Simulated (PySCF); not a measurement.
# Shapes and spin states of [OsCl3]+

All numbers come from PBE0 in PySCF with Os def2-SVP with ECP60, Cl def2-SVP; scalar-relativistic core potentials, no spin–orbit coupling; density-fitted integrals.

Relaxations began from a few typed shapes and spin states; open shells are unrestricted. The search is not exhaustive: other isomers or separated fragments can lie lower, and high-lying points may rest on an excited occupation.

Order these stationary points by electronic energy, lowest first, in kJ/mol from the lowest minimum.
A. singlet (closed shell, unstable to spin polarisation) C2v: Os–Cl 2.112 Å, Os–Cl 2.143 Å (×2); Cl–Os–Cl 105.5°, Cl–Os–Cl 127.3° (×2)
B. singlet (closed shell, unstable to spin polarisation) C2v: Os–Cl 2.118 Å (×2), Os–Cl 2.163 Å; Cl–Os–Cl 111.8° (×2), Cl–Os–Cl 136.4°
C. triplet D3h: Os–Cl 2.136 Å (×3); Cl–Os–Cl 120.0° (×3)
D. quintet C2v: Os–Cl 2.167 Å, Os–Cl 2.213 Å (×2); Cl–Os–Cl 105.8° (×2), Cl–Os–Cl 148.3°
E. quintet C2v: Os–Cl 2.193 Å (×2), Os–Cl 2.205 Å; Cl–Os–Cl 97.3°, Cl–Os–Cl 131.3° (×2)

C (0.0), D (19.8), E (21.3), A (96.7), B (99.8).

Which of them are minima?

By energy in kJ/mol, 0.0: minimum; 19.8: minimum; 21.3: not settled, its softest mode being under 30 cm⁻¹; 96.7: minimum of the closed-shell surface only; 99.8: saddle point, 1 imaginary mode.

Formally Os is in oxidation state +4, d4, with 2 unpaired electrons (the high-spin count would be 4). The Mulliken spin on Os is 1.65. The polar-tensor charge on Os, 1.40, is far below the formal one.

For the lowest minimum: other spin states or occupations of the open shell can lie lower. With an element this heavy the missing spin–orbit coupling can shift these numbers.
